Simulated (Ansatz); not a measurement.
Input file for Ansatz (an electronic-structure program): U-r2SCANh/def2-TZVPP on H2Zr (SMILES [ZrH2]), 2S+1 = 3, a spin state set in the input, which need not be the lowest. Elements past Kr take the def2 small-core potentials; no spin–orbit coupling.

Ansatz 0.2 input:
```yaml
crystal:
  periodic: [false, false, false]
  atoms:
    - {symbol: Zr, position_ang: [0.43732521, 0.10792663, 0.40739307]}
    - {symbol: H, position_ang: [0.01448027, -1.61782442, -0.15907374]}
    - {symbol: H, position_ang: [-0.48497420, 1.55726939, -0.31863897]}
basis:
  gaussian:
    orbitals: def2-TZVPP
hamiltonian:
  xc: {name: r2SCANh}
magnetization: {spin_polarized: true, initial_magnetization: 2}
```

The log:

```
WARN ansatz: RAYON_NUM_THREADS=1 ignored (pool sized by the plan → 1); use --threads N
Functional definition: r2SCANh
integrals: 0.02 GiB planned
430 factors; their error is unknown
mean field: 0.27 GiB planned
mean field evaluation 1: about -1306.9372 eV, gradient 1.5e1 eV
mean field evaluation 2: about -1307.5687 eV, gradient 1.5e1 eV
mean field evaluation 4: about -1308.8244 eV, gradient 7.5e-1 eV
mean field evaluation 8: about -1308.8848 eV, gradient 3.6e-1 eV
mean field evaluation 16: about -1308.9130 eV, gradient 6.0e-3 eV
mean field evaluation 32: about -1309.4629 eV, gradient 1.3e-1 eV
mean field evaluation 64: about -1309.4481 eV, gradient 1.0e0 eV
mean field -1309.52854929 eV, -48.1242865559 hartree, gradient 4.6e-6 eV, S^2 2.009425; 5 other end points of the search recorded, 0 dependent functions left out
reference -1309.52857007 eV, -48.1242873198 hartree; 8, 6 occupied and 76, 78 virtual orbitals, 430 factors
Total energy: -1309.52857007 eV, -48.1242873198 hartree
```

Self-consistency was reached.

Cost: about 8 core-seconds (a rough figure).
